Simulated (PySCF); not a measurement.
**How methods differ on the excitation energy of N(2+)**

N(2+) [He] 2s2 2p1 (2P) → N(2+) [He] 2s1 2p2 (4P), as a difference of total energies. All numbers are calculated (PySCF 2.14, the non-relativistic Hamiltonian (point nucleus), in def2-QZVPPD (8s4p4d2f1g, 63 functions)). Correlated levels: valence: 1s2 frozen; valence and next inner shell: nothing frozen. The calculations carry no spin-orbit coupling.

| method | excitation energy (eV) |
| --- | --- |
| UHF | 5.132 |
| LDA | 6.522 |
| PBE | 6.597 |
| PBE0 | 6.470 |
| r2SCAN | 5.815 |
| TPSS | 6.861 |
| B97-3 | 6.867 |
| wB97X | 6.326 |
| MN15 | 6.722 |
| MP2 (valence) | 6.409 |
| SCS-MP2 (valence) | 6.888 |
| MP2 (valence and next inner shell) | 6.391 |
| SCS-MP2 (valence and next inner shell) | 6.873 |

How much does correlation contribute at MP2 (valence and next inner shell)?

6.391 − (5.132) = 1.259 eV, measured against UHF.
